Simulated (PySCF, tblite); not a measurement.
Isomers of C5H9NOSi, one GFN2-xTB conformer each. Single-point energies are computed at PBE0/pcSseg-1 (PySCF, gas phase, no added dispersion term), electronic only.

| SMILES | GFN2-xTB relative energy (kcal/mol) |
| --- | --- |
| C/C=C(/C#N)O[SiH2]C | 0.0 |
| C=C1CN[Si@H]1C(C)=O | 35.0 |
| N#C[C@@H]1C[SiH2]CCO1 | 24.5 |

Conformers: `[CH3:1]/[CH:2]=[C:3](/[C:4]#[N:5])[O:6][SiH2:7][CH3:8]` with C2–C3–O6–Si7 180°, C3–O6–Si7–C8 180°; `[CH2:1]=[C:2]1[CH2:3][NH:4][Si@H:5]1[C:6]([CH3:7])=[O:8]` with N4–Si5–C6–C7 32°, C1–C2–C3–N4 171°, C2–C3–N4–Si5 11°, C3–N4–Si5–C6 -126°, C1–C2–Si5–N4 -172°; `[N:1]#[C:2][C@@H:3]1[CH2:4][SiH2:5][CH2:6][CH2:7][O:8]1` with C2–C3–C4–Si5 -177°, C3–C4–Si5–C6 40°, C4–Si5–C6–C7 -40°, Si5–C6–C7–O8 56°.

Task: What does PBE0/pcSseg-1 give for the same structures?

Result: 
```csv
SMILES,PBE0/pcSseg-1 E (Eh),PBE0/pcSseg-1 (kcal/mol),GFN2-xTB (kcal/mol),point group
C/C=C(/C#N)O[SiH2]C,-614.86441,0.0,0.0,Cs
N#C[C@@H]1C[SiH2]CCO1,-614.84013,15.2,24.5,C1
C=C1CN[Si@H]1C(C)=O,-614.82830,22.7,35.0,C1
```

Both levels put the same isomer lowest; measured from each level's own lowest isomer, the values differ by up to 12.3 kcal/mol (C=C1CN[Si@H]1C(C)=O: 35.0 against 22.7). As drawn, the lowest has a C≡N group and an Si–O bond, which the highest lacks; the highest has a four-membered ring, a C=O bond and an N–H bond, which the lowest lacks.

Task: Which frontier levels, dipoles and rotational constants go with these structures?

Result: 
```tsv
SMILES	HOMO (eV, PBE0/pcSseg-1)	LUMO (eV)	dipole (D)	A, B, C (MHz)
C/C=C(/C#N)O[SiH2]C	-7.16	-1.02	3.72	2077, 1252, 795.8
N#C[C@@H]1C[SiH2]CCO1	-8.08	0.31	4.89	3311, 1207, 936.1
C=C1CN[Si@H]1C(C)=O	-6.45	-1.37	3.16	2867, 1142, 1051
```

Task: What happens when harmonic zero-point energies from GFN2-xTB frequencies are added?

Result: 
```csv
SMILES,ZPE (kcal/mol),electronic (kcal/mol),with ZPE (kcal/mol)
C/C=C(/C#N)O[SiH2]C,78.5,0.0,0.0
N#C[C@@H]1C[SiH2]CCO1,80.8,15.2,17.5
C=C1CN[Si@H]1C(C)=O,80.6,22.7,24.8
```

The zero-point energies span 2.3 kcal/mol. The order is unchanged.
